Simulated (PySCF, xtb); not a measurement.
H2Sb, SMILES [SbH2], multiplicity 2.

Harmonic wavenumbers (cm⁻¹) from GFN2-xTB run with xtb 6.7.1 at its own minimum, in rising order: 838, 1437, 1557.

What does PBE-D3(BJ)/def2-TZVPD run with PySCF 2.14.0 give at its own minimum? (The exact figures need the calculation; the answer reports its results.)

807, 1872, 1880. Paired by order, the mean absolute difference is 263 cm⁻¹ and the zero-point energies are 5.5 and 6.5 kcal/mol.
